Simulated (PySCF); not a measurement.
# Vertical excitation energies

Compound: C₄H₄Cl₃GaO₂.
SMILES: `[Ga@H-]1([C](Cl)(Cl)Cl)[O]C=CC=[O+]1`

Method: TDDFT PBE0/def2-SVPD, vertical, gas phase, core orbitals frozen in the response (PySCF). Geometry: PBE0-D3(BJ)/def2-SVP; no solvent, vibrations or thermal averaging. The PBE0/def2-SVPD calculation is non-relativistic and has no spin–orbit coupling, an omission that weighs most on gallium. Torsions of this conformer, `[Cl:1][C:2]([Cl:3])([Cl:4])[Ga@H-:5]1[O:6][CH:7]=[CH:8][CH:9]=[O+:10]1`: Cl1–C2–Ga5–O6 -48°.

```csv
state,E (eV),E (hartree),f,|μ| (D),"main configurations (H = HOMO, L = LUMO)"
S1,4.06,0.1491,0.016,1.02,H→L (96%)
S2,4.45,0.1636,0.0009,0.23,H-3→L (96%)
S3,4.98,0.1832,0.111,2.42,H-1→L (92%)
S4,5.17,0.1900,0.0007,0.19,H-2→L (97%)
S5,5.43,0.1996,0.020,1.00,"H→L+1 (88%), H-1→L+1 (11%)"
S6,5.48,0.2015,0.0063,0.55,"H-4→L (86%), H-6→L (9%)"
S7,5.70,0.2094,0.0026,0.35,H-5→L (96%)
S8,5.84,0.2148,0.0042,0.44,"H-6→L (61%), H-9→L (14%), H-4→L (13%)"
S9,6.28,0.2308,0.0000,0.01,H-2→L+1 (97%)
S10,6.35,0.2334,0.015,0.79,"H→L+3 (54%), H-1→L+1 (15%), H-4→L+1 (9%)"
```

Triplets (Tamm–Dancoff): T1 2.91 eV, H→L (63%), H-1→L (36%); T2 4.07 eV, H-3→L (96%); T3 4.30 eV, H-1→L (62%), H→L (36%); T4 4.96 eV, H→L+1 (79%), H-1→L+1 (17%).

The lowest singlet lies at 4.06 eV (306 nm, ultraviolet) and is weak; its leading configuration is HOMO→LUMO (96%). The strongest level in the table is S3 at 4.98 eV (249 nm, f = 0.111). Löwdin shares by element: HOMO carbon 30% or more, chlorine 21% or more (atoms not listed hold the other 48%); LUMO carbon 51% or more, oxygen 31% (atoms not listed hold the other 18%). Weighted by f, the mean energy of these states is 5.12 eV. Of the 10 states listed, 4 reach f = 0.01 and 1 stays under 0.0005. Orbital energies (eV): HOMO-3 -8.90, HOMO-2 -8.58, HOMO-1 -8.21, HOMO -7.52, LUMO -2.58, LUMO+1 -0.75, LUMO+2 0.06. All these states lie below the vertical ionisation energy of 9.11 eV (ΔSCF). The window holds the lowest 10 singlets.
